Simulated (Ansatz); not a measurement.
A CCSD(T) single point on AlGe3H9, SMILES `[GeH3][Al]([GeH3])[GeH3]`.

```yaml
crystal:
  periodic: [false, false, false]
  atoms:
    - {symbol: Ge, position_ang: [-1.213344, 1.971262, -0.893515]}
    - {symbol: Al, position_ang: [-0.014949, 0.002737, 0.024273]}
    - {symbol: Ge, position_ang: [1.796910, 0.298121, 1.692638]}
    - {symbol: Ge, position_ang: [-0.594591, -2.273341, -0.774503]}
    - {symbol: H, position_ang: [-0.497254, 2.463253, -2.170248]}
    - {symbol: H, position_ang: [-1.257291, 3.166526, 0.078086]}
    - {symbol: H, position_ang: [-2.665367, 1.651773, -1.300383]}
    - {symbol: H, position_ang: [1.945227, -0.910716, 2.637395]}
    - {symbol: H, position_ang: [1.618113, 1.552200, 2.570116]}
    - {symbol: H, position_ang: [3.149540, 0.455663, 0.964280]}
    - {symbol: H, position_ang: [-1.150724, -2.286097, -2.211853]}
    - {symbol: H, position_ang: [-1.692595, -2.875634, 0.129088]}
    - {symbol: H, position_ang: [0.596725, -3.250250, -0.730571]}
basis:
  gaussian: {orbitals: def2-SVP}
correlation: {method: ccsd_t}
```

```sh
$ ansatz run in.yaml --threads 2 --pin off --events-out ev --progress --plain --max-ram 20480MiB --backend cuda --devices 0, --max-vram 18GiB
```

Log, shortened:

```
Functional definition: HF
1557 factors; integrals over basis functions are off by at most 1.4e-3 eV
mean field evaluation 1: about -176120.7979 eV, gradient 1.7e1 eV
mean field evaluation 2: about -176120.8014 eV, gradient 1.7e1 eV
mean field evaluation 4: about -176122.4953 eV, gradient 2.3e0 eV
mean field evaluation 8: about -176122.5123 eV, gradient 9.0e-5 eV
mean field -176122.51228928 eV, -6472.3829465044 hartree, gradient 2.3e-6 eV, S^2 0.000000; 0 other end points of the search recorded, 0 dependent functions left out
32 core orbitals not correlated: weight in the atoms' cores, before any rotation towards them, 1.000 or more for the frozen orbitals, at most 0.000 for the correlated occupied ones
reference -176122.51228928 eV, -6472.3829465044 hartree; 27, 27 occupied and 100, 100 virtual orbitals, 1557 factors
second order -20.99649383 eV of doubles, -0.00000000 eV of singles
cycle   1  -21.24257975 eV  change   -2.5e-1 eV  update   1.2e-1
cycle   2  -22.14485140 eV  change   -9.0e-1 eV  update   3.9e-2
cycle   3  -22.21799689 eV  change   -7.3e-2 eV  update   1.7e-2
cycle   4  -22.20860929 eV  change    9.4e-3 eV  update   4.4e-3
cycle   5  -22.20997134 eV  change   -1.4e-3 eV  update   1.3e-3
cycle   6  -22.20884111 eV  change    1.1e-3 eV  update   4.2e-4
cycle   7  -22.20860559 eV  change    2.4e-4 eV  update   1.6e-4
cycle   8  -22.20869375 eV  change   -8.8e-5 eV  update   5.1e-5
cycle   9  -22.20871830 eV  change   -2.5e-5 eV  update   1.8e-5
perturbative correction -0.64494933 eV, -0.0237014506 hartree
Total energy: -176145.36595690 eV, -6473.2228032989 hartree
```

It took 13 s on 2 threads of an AMD EPYC 7R13 on a shared host and a share of an NVIDIA H100 80 GB, with 0.8 GiB of host memory at the peak.

The correlation energy is -22.854 eV, 2.8 % of it from (T); the T1 diagnostic reads 0.0111.
